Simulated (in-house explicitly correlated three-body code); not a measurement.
Computed with an exponentially correlated three-body code. Model: two electrons around a point charge, non-relativistic, variational in 260 exponentially correlated functions (energies converged to about 1e-7 hartree, or 1e-8 relative for large Z).

Command:
```bash
python run_hyl.py task.json out
```
Settings (lengths in bohr, energies in hartree):
```
Z                      1.5
screening              0.225
interaction_strength   1
functions              260
states_tried           13
```

Run time, properties included: 29 s on 1 thread of AMD EPYC 9R45 96-Core Processor (Zen 5), on a shared host.

**Those bound S and P states to n = 4 that converged, binding against the one-electron ion.**

Given: nuclear charge 1.5; Yukawa screening of all interactions 0.225 1/bohr.

Computed: one-electron threshold -0.8222868 hartree.

| term | energy (hartree) | binding (eV) |
| --- | --- | --- |
| 1 1S | -1.06130066 | 6.5039 |

**Converged states only, values per electron or pair (inverse distances are <exp(-kr)/r>).**

| term | mean r (bohr) | mean r squared (bohr²) | mean inverse r (1/bohr) | mean r12 (bohr) | mean inverse r12 (1/bohr) | mean cosine | mean p1 dot p2 (bohr⁻²) | delta r1 (bohr⁻³) | delta r12 (bohr⁻³) |
| --- | --- | --- | --- | --- | --- | --- | --- | --- | --- |
| 1 1S | 1.3915 | 2.7646 | 0.97519 | 2.1652 | 0.44199 | -0.078784 | 0.086937 | 0.66344 | 0.027315 |
